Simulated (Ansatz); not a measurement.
A nudged elastic band was laid between two geometries of BH5SeSi (8 atoms, charge 0, multiplicity 1).

All numbers below come from Ansatz, RKS B3LYP-D4/def2-SVP.

```json
{"movable images": "5", "climbing image": "yes", "spring": "5.0 eV/Å²", "optimiser": "quadratic models (default)", "start path": "IDPP", "force threshold": "0.05 eV/Å", "iteration limit": "33", "end points": "relaxed"}
```

First end point:

```xyz
8
Properties=species:S:1:pos:R:3
B -0.834 0.059 -0.790
Si 0.532 0.874 0.355
Se 0.699 -1.497 -0.136
H -1.901 -0.247 -0.325
H -0.674 0.156 -1.981
H 0.452 0.994 1.838
H 1.797 1.489 -0.133
H 0.022 -1.885 1.117
```

Last end point:

```xyz
8
Properties=species:S:1:pos:R:3
B -0.810 0.046 -0.814
Si 0.608 0.856 0.269
Se -0.379 -1.227 1.025
H -0.532 -0.594 -1.795
H -1.928 0.460 -0.632
H 0.377 1.838 1.364
H 2.069 0.605 0.116
H 0.687 -2.042 0.410
```

**Question.** Which bonds break or form, and what moves?

**Answer.** No bond is made or broken. The dihedral H7–Si2–Se3–H8 goes from 143 to -26°. The two ends are copies of one structure, up to a mirror image or an exchange of like atoms.

**Question.** What energy profile does the band end with?

**Answer.** The forces met the threshold. The highest image is number 3 of 0 to 6, 8.1 kcal/mol above the ends, which have the same energy within 2 meV. A vibrational analysis at the climbing image gives one clearly imaginary mode, 150i cm⁻¹, and a faint second one (12i cm⁻¹) that may be numerical noise or a soft torsion: probably a first-order saddle point.

```tsv
image	path coordinate (Å)	energy (kcal/mol)	dihedral H7–Si2–Se3–H8 (°)
0	0.00	0.0	143
1	0.99	4.5	175
2	1.98	6.9	-166
3	2.98	8.1	-122
4	3.97	6.9	-79
5	4.96	4.5	-58
6	5.95	0.0	-26
```

**Question.** What is the geometry of the highest image?

**Answer.** 
```xyz
8
Properties=species:S:1:pos:R:3
B -0.963 0.236 -0.922
Si 0.674 0.443 0.238
Se 1.042 -1.372 1.633
H -1.674 -0.737 -0.892
H -1.253 1.124 -1.686
H 0.543 1.684 1.065
H 1.874 0.647 -0.633
H -0.152 -2.083 1.141
```

The band took 12 iterations and roughly 6 core-minutes.

The run took 5.7 min on 1 thread of Intel(R) Xeon(R) Platinum 8259CL CPU @ 2.50GHz (Skylake/Cascade Lake), on a shared host, peak memory 0.21 GiB.
